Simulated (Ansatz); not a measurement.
Born–Oppenheimer molecular dynamics of C₂HAlCl₂ (6 atoms, charge 0, multiplicity 1). It starts from a relaxed structure.

Theory: Ansatz, RKS revPBE-D4/STO-3G.

```yaml
ensemble: NVT, Nosé–Hoover chain
time_step: 0.25 fs
steps_asked: 266
set_temperature: 500 K
thermostat: time constant 100 fs, chain length 3 (defaults)
masses: H 2.014 u
seed: 796305
```

First frame:

```xyz
6
Properties=species:S:1:pos:R:3
C 1.375 -0.077 1.333
C 0.501 -0.034 0.476
Al -0.819 0.030 -0.818
Cl -2.213 -1.501 -1.001
Cl -0.954 1.633 -2.134
H 2.153 -0.115 2.097
```

How far do the bonds stretch over the last three quarters of this one trajectory? (Pairs bonded in most of those frames.)


```csv
bond,mean (Å),spread (Å),shortest,longest
C1–C2,1.227,0.011,1.20,1.25
C1–H6,1.094,0.020,1.06,1.13
C2–Al3,1.856,0.020,1.82,1.89
Al3–Cl4,2.077,0.026,2.04,2.12
Al3–Cl5,2.081,0.039,2.03,2.14
```

Mean temperature of the second half: 278 K. The conserved energy stayed within 0.022 meV per atom of its start (net change 0.0058 meV per atom), so the integration is sound. The mean temperature of the second half is 44 % below the set value. A run of 0.067 ps of so small a system gives no equilibrium averages. Limits of this set-up: minimal basis.

The run took 4.5 min on 1 thread of Arm Neoverse V1, on a shared host, peak memory 0.078 GiB.
